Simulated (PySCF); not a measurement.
PySCF job for Al(H)(Me)(OH) (CH5AlO), SMILES [OH][AlH][CH3], TDDFT-LC-ωPBE/def2-SVPD. Coordinates come from a PBE0-D3(BJ)/def2-TZVP optimisation. Other conformers were not sampled.

```python
import numpy as np
from pyscf import gto, scf, dft, tdscf

mol = gto.M(
    atom='''
    Al    0.47571403    0.11554380   -0.00000000
    H     2.04315565    0.37685979    0.00000000
    C    -0.33421112   -1.64774377   -0.00000000
    H    -0.02208146   -2.22435106    0.87674725
    H    -1.42516304   -1.59561343    0.00000000
    H    -0.02208147   -2.22435106   -0.87674724
    O    -0.56422064    1.46145641    0.00000000
    H    -0.23908026    2.36019771   -0.00000000
    ''',
    basis='def2-SVPD',
    charge=0,
    spin=0,
    symmetry=True,
    max_memory=1600,
    verbose=4,
)
mf = dft.RKS(mol, xc='lc_wpbe').density_fit(auxbasis='def2-universal-jkfit')
mf.grids.level = 3
mf.conv_tol = 1e-9
mf.max_cycle = 100
mf.kernel()
mf.grids = dft.Grids(mol).set(level=1).build(with_non0tab=True)  # coarser grid for the response kernel
td = tdscf.TDDFT(mf)
td.singlet = True
td.nstates = 10
td.conv_tol = 1e-4
td.kernel(x0=td.get_init_guess(mf, 15))
td.analyze()
tt = tdscf.TDA(mf)
tt.singlet = False
tt.nstates = 4
tt.conv_tol = 1e-4
tt.kernel(x0=tt.get_init_guess(mf, 9))
tt.analyze(verbose=3)
```

It prints:

```
PySCF version 2.14.0

[INPUT] verbose = 4
[INPUT] num. atoms = 8
[INPUT] num. electrons = 32
[INPUT] charge = 0
[INPUT] spin (= nelec alpha-beta = 2S) = 0
[INPUT] symmetry True subgroup None
[INPUT] Mole.unit = angstrom
[INPUT] Symbol           X                Y                Z      unit          X                Y                Z       unit  Magmom
[INPUT]  1 Al     0.475714030000   0.115543800000   0.000000000000 AA    0.898969230313   0.218346137392   0.000000000000 Bohr   0.0
[INPUT]  2 H      2.043155650000   0.376859790000   0.000000000000 AA    3.861004608358   0.712161790461   0.000000000000 Bohr   0.0
[INPUT]  3 C     -0.334211120000  -1.647743770000   0.000000000000 AA   -0.631567484584  -3.113784448758   0.000000000000 Bohr   0.0
[INPUT]  4 H     -0.022081460000  -2.224351060000   0.876747250000 AA   -0.041727911831  -4.203414308286   1.656812182966 Bohr   0.0
[INPUT]  5 H     -1.425163040000  -1.595613430000   0.000000000000 AA   -2.693167828453  -3.015272383378   0.000000000000 Bohr   0.0
[INPUT]  6 H     -0.022081470000  -2.224351060000  -0.876747240000 AA   -0.041727930728  -4.203414308286  -1.656812164068 Bohr   0.0
[INPUT]  7 O     -0.564220640000   1.461456410000   0.000000000000 AA   -1.066222483427   2.761752357890   0.000000000000 Bohr   0.0
[INPUT]  8 H     -0.239080260000   2.360197710000   0.000000000000 AA   -0.451796213190   4.460127271726   0.000000000000 Bohr   0.0

nuclear repulsion = 98.9748080092242
point group symmetry = Cs
symmetry origin: [-1.77161824e-09  5.90539395e-10  5.90539409e-10]
symmetry axis x: [1.00000000e+00 1.56346950e-09 7.85161004e-10]
symmetry axis y: [ 1.56346950e-09 -1.00000000e+00  4.43385833e-10]
symmetry axis z: [-7.85161005e-10  4.43385832e-10  1.00000000e+00]
num. orbitals of irrep A' = 73
num. orbitals of irrep A" = 34
number of shells = 47
number of NR pGTOs = 155
number of NR cGTOs = 107
basis = def2-SVPD
ecp = {}


[settings echo left out]
init E= -358.373598636535
HOMO (A') = -0.336755367325271  LUMO (A') = -0.00838143594559027  gap/eV = 8.93551
cycle= 1 E= -358.410304854849  delta_E= -0.0367  |g|= 0.72  |ddm|= 2.86
HOMO (A") = -0.277429166625245  LUMO (A') = 0.0538549913517814  gap/eV = 9.01470
cycle= 2 E= -358.389018895282  delta_E= 0.0213  |g|= 0.839  |ddm|= 1.67
HOMO (A') = -0.394861150820691  LUMO (A') = 0.049852545825793  gap/eV = 12.10128
cycle= 3 E= -358.517961031104  delta_E= -0.129  |g|= 0.0463  |ddm|= 0.737
HOMO (A') = -0.399319582332395  LUMO (A') = 0.0507026324160704  gap/eV = 12.24573
cycle= 4 E= -358.518648212418  delta_E= -0.000687  |g|= 0.02  |ddm|= 0.127
HOMO (A') = -0.396178755408084  LUMO (A') = 0.0509622015027542  gap/eV = 12.16733
cycle= 5 E= -358.518775049775  delta_E= -0.000127  |g|= 0.00421  |ddm|= 0.0395
HOMO (A') = -0.396814604086692  LUMO (A') = 0.0508297425075042  gap/eV = 12.18102
cycle= 6 E= -358.51878247738  delta_E= -7.43e-06  |g|= 0.000709  |ddm|= 0.0126
HOMO (A') = -0.396835200433335  LUMO (A') = 0.0508077943509817  gap/eV = 12.18099
cycle= 7 E= -358.518782856373  delta_E= -3.79e-07  |g|= 0.000127  |ddm|= 0.00389
HOMO (A') = -0.396836744486004  LUMO (A') = 0.050808421775637  gap/eV = 12.18105
cycle= 8 E= -358.518782848238  delta_E= 8.13e-09  |g|= 2.4e-05  |ddm|= 0.000689
HOMO (A') = -0.396838730526561  LUMO (A') = 0.0508075078725772  gap/eV = 12.18107
cycle= 9 E= -358.518782848599  delta_E= -3.61e-10  |g|= 5.7e-06  |ddm|= 0.000103
HOMO (A') = -0.396837947162928  LUMO (A') = 0.0508075962080556  gap/eV = 12.18106
Extra cycle  E= -358.518782848624  delta_E= -2.5e-11  |g|= 2.81e-06  |ddm|= 2.3e-05
converged SCF energy = -358.518782848624
tot grids = 29072


******** <class 'pyscf.tdscf.rks.TDDFT'> for <class 'pyscf.df.df_jk.DFSymAdaptedRKS'> ********
nstates = 10 singlet
deg_eia_thresh = 1.000e-03
wfnsym = None
conv_tol = 0.0001
eigh lindep = 1e-12
eigh level_shift = 0
eigh max_cycle = 100


Excitation energies (eV)
[6.40654697 7.73091097 7.95446972 8.12107739 8.24643242 8.46085764
 8.71192308 8.98230592 9.5248671  9.56276045]

** Singlet excitation energies and oscillator strengths **
Excited State   1:   A"      6.40655 eV    193.53 nm  f=0.0062
      16 -> 18        0.69545
Excited State   2:   A'      7.73091 eV    160.37 nm  f=0.0379
      15 -> 19        0.13769
      16 -> 17       -0.57994
      16 -> 19        0.15692
      16 -> 20       -0.26465
      16 -> 29       -0.11059
Excited State   3:   A"      7.95447 eV    155.87 nm  f=0.0190
      14 -> 17        0.12462
      15 -> 18        0.66897
Excited State   4:   A'      8.12108 eV    152.67 nm  f=0.1438
      14 -> 18       -0.20790
      15 -> 17        0.28564
      15 -> 20        0.10459
      16 -> 17       -0.21547
      16 -> 19       -0.52256
Excited State   5:   A"      8.24643 eV    150.35 nm  f=0.0790
      14 -> 17        0.53839
      14 -> 19       -0.31420
      14 -> 20        0.19545
      14 -> 21        0.13441
      14 -> 29        0.11142
      15 -> 18       -0.15620
Excited State   6:   A'      8.46086 eV    146.54 nm  f=0.1061
      14 -> 18       -0.61187
      16 -> 19        0.26530
Excited State   7:   A'      8.71192 eV    142.32 nm  f=0.0207
      13 -> 17        0.11810
      13 -> 19       -0.10144
      14 -> 18        0.18797
      15 -> 17        0.42693
      15 -> 19       -0.17952
      15 -> 20        0.13396
      16 -> 17        0.11230
      16 -> 19        0.17846
      16 -> 20       -0.28043
      16 -> 21        0.17601
Excited State   8:   A'      8.98231 eV    138.03 nm  f=0.3573
      13 -> 17       -0.10104
      15 -> 17       -0.18037
      15 -> 20       -0.18643
      16 -> 17        0.22766
      16 -> 19       -0.13529
      16 -> 20       -0.54231
      16 -> 22        0.11386
Excited State   9:  ???      9.52487 eV    130.17 nm  f=0.1334
      11 -> 18        0.17905
      13 -> 18        0.58772
      14 -> 19       -0.13786
      14 -> 20       -0.11740
      14 -> 21        0.10033
      16 -> 23       -0.21450
Excited State  10:   A'      9.56276 eV    129.65 nm  f=0.0278
      13 -> 17        0.18407
      15 -> 17       -0.22110
      15 -> 19       -0.47052
      15 -> 20       -0.13253
      16 -> 17       -0.14690
      16 -> 21        0.22570
      16 -> 22        0.23447

** Transition electric dipole moments (AU) **
state          X           Y           Z        Dip. S.      Osc.
  1         0.0000      0.0000     -0.1981      0.0392      0.0062
  2        -0.4223     -0.1467     -0.0000      0.1999      0.0379
  3         0.0000      0.0000     -0.3121      0.0974      0.0190
  4        -0.2304     -0.8182      0.0000      0.7225      0.1438
  5        -0.0000     -0.0000      0.6254      0.3911      0.0790
  6        -0.0765      0.7114     -0.0000      0.5120      0.1061
  7         0.2312     -0.2090     -0.0000      0.0971      0.0207
  8        -1.2189     -0.3714      0.0000      1.6236      0.3573
  9         0.0000      0.0000      0.7560      0.5715      0.1334
 10         0.2727      0.2100     -0.0000      0.1185      0.0278

** Transition velocity dipole moments (imaginary part, AU) **
state          X           Y           Z        Dip. S.      Osc.
  1         0.0000     -0.0000     -0.0440      0.0019      0.0055
  2        -0.1222     -0.0434     -0.0000      0.0168      0.0395
  3         0.0000     -0.0000     -0.0903      0.0082      0.0186
  4        -0.0704     -0.2523      0.0000      0.0686      0.1533
  5        -0.0000      0.0000      0.1815      0.0329      0.0725
  6        -0.0210      0.2215     -0.0000      0.0495      0.1061
  7         0.0764     -0.0712     -0.0000      0.0109      0.0227
  8        -0.4108     -0.1211      0.0000      0.1834      0.3704
  9         0.0000     -0.0000      0.2684      0.0720      0.1372
 10         0.0996      0.0775     -0.0000      0.0159      0.0302

** Transition magnetic dipole moments (imaginary part, AU) **
state          X           Y           Z
  1         0.6919     -1.2204     -0.0000
  2         0.0000     -0.0000     -0.9626
  3        -0.8560     -0.6980      0.0000
  4        -0.0000     -0.0000      1.1442
  5        -0.4918     -0.0412     -0.0000
  6         0.0000      0.0000     -0.7933
  7         0.0000      0.0000     -0.1818
  8        -0.0000     -0.0000      0.2256
  9        -0.0947      0.7771      0.0000
 10         0.0000      0.0000      0.5768


******** <class 'pyscf.tdscf.rks.TDA'> for <class 'pyscf.df.df_jk.DFSymAdaptedRKS'> ********
nstates = 4 triplet
deg_eia_thresh = 1.000e-03
wfnsym = None
conv_tol = 0.0001
eigh lindep = 1e-12
eigh level_shift = 0
eigh max_cycle = 100


Excitation energies (eV)
[5.84606533 7.02576651 7.27505559 7.4377291 ]

** Triplet excitation energies and oscillator strengths **
Excited State   1:   A"      5.84607 eV    212.08 nm  f=0.0000
Excited State   2:   A'      7.02577 eV    176.47 nm  f=0.0000
Excited State   3:   A"      7.27506 eV    170.42 nm  f=0.0000
Excited State   4:   A'      7.43773 eV    166.70 nm  f=0.0000
```

The calculation finished and met its thresholds.
